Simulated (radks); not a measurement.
All-electron atom: Sr III in [Kr] (the NIST ground configuration). All-electron calculation, scalar-relativistic Kohn-Sham, MS2 meta-GGA, spin-polarised, spherical densities, finite nucleus; meta-GGA in the generalised Kohn-Sham scheme; Fermi nuclear charge, rms radius 4.224 fm. Program: a radial shooting solver on a logarithmic mesh with Libxc functionals.

Unscreened Slater integrals over Kohn-Sham orbitals (cm^-1). They are taken over the spin-up orbitals.

integral    value
F0(4p,4p)  128120
F2(4p,4p)   67716
F0(4p,4s)  135790
G1(4p,4s)   91869
F0(4p,3d)  166070
F2(4p,3d)   35789
G1(4p,3d)   11508
G3(4p,3d)   10864
F0(4p,3p)  166070
F2(4p,3p)   35549
G0(4p,3p)  8716.1
G2(4p,3p)   10245
F0(4s,4s)  145240
F0(4s,3d)  184900
G2(4s,3d)   14921
F0(4s,3p)  184930
G1(4s,3p)   12947
F0(3d,3d)  402600
F2(3d,3d)  195670
F4(3d,3d)  123730
F0(3d,3p)  397870
F2(3d,3p)  192200
G1(3d,3p)  228920
G3(3d,3p)  143660
F0(3p,3p)  397790
F2(3p,3p)  200300
